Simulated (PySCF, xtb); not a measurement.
ZrBr4, SMILES [Br][Zr]([Br])([Br])[Br], multiplicity 1.

Harmonic wavenumbers (cm⁻¹) from GFN2-xTB (xtb) at its own minimum, in rising order: 49, 49, 49, 50, 50, 213, 317, 317, 317.

**Question.** What does r2SCAN-D4/def2-SVP in PySCF give at its own minimum? (The exact figures need the calculation; the answer reports its results.)

**Answer.** 60, 60, 71, 71, 71, 229, 319, 319, 319. Paired by order, the mean absolute difference is 12 cm⁻¹ and the zero-point energies are 2.0 and 2.2 kcal/mol.
